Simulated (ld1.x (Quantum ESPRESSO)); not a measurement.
**u(r) = r·R(r): atom against pseudo-atom (Ti (Z = 22))**

Columns: radius, all-electron u(r) and pseudo u(r) of the 4s shell (level -13.54 eV) of titanium in the configuration [Ar] 3d2 4s0.5 4p0; PBE, scalar-relativistic, PAW scheme, ld1.x (Quantum ESPRESSO) 7.5.

```
r (bohr)  all-electron   pseudo
   0.188       -0.1767  -0.0126
   0.375       -0.0224  -0.0298
   0.562        0.2294  -0.0553
   0.750        0.3115  -0.0923
   0.938        0.2427  -0.1416
   1.125        0.0969  -0.2025
   1.312       -0.0710  -0.2727
   1.500       -0.2308  -0.3487
   1.688       -0.3668  -0.4254
   1.875       -0.4736  -0.4968
   2.062       -0.5521  -0.5583
   2.250       -0.6049  -0.6055
   2.438       -0.6351  -0.6351
   2.625       -0.6465  -0.6465
   2.812       -0.6428  -0.6428
   3.000       -0.6273  -0.6273
   3.188       -0.6028  -0.6028
   3.375       -0.5722  -0.5722
   3.562       -0.5375  -0.5375
   3.750       -0.5002  -0.5002
   3.938       -0.4619  -0.4619
   4.125       -0.4238  -0.4238
   4.312       -0.3865  -0.3865
   4.500       -0.3505  -0.3505
   4.688       -0.3162  -0.3162
   4.875       -0.2842  -0.2842
```

Problem. How many radial nodes do the two functions have?

Solution. The all-electron 4s function has n − l − 1 = 3 (the table is too coarse to show those close to the nucleus); the pseudo-wave has 0, since the states of the same l below it are removed with the core.

Problem. At about which radius was the pseudo-wave matched?

Solution. 2.40 bohr, where the columns begin to agree (steps of 0.19 bohr).

Problem. Where does each function peak?

Solution. Outermost all-electron maximum near 2.62 bohr, pseudo maximum near 2.62 bohr (to the table’s step).

Problem. Is the pseudo-wave norm-conserving?

Solution. No, it belongs to a PAW set: the norm inside the radius is not constrained, and the difference is carried by the augmentation charge.
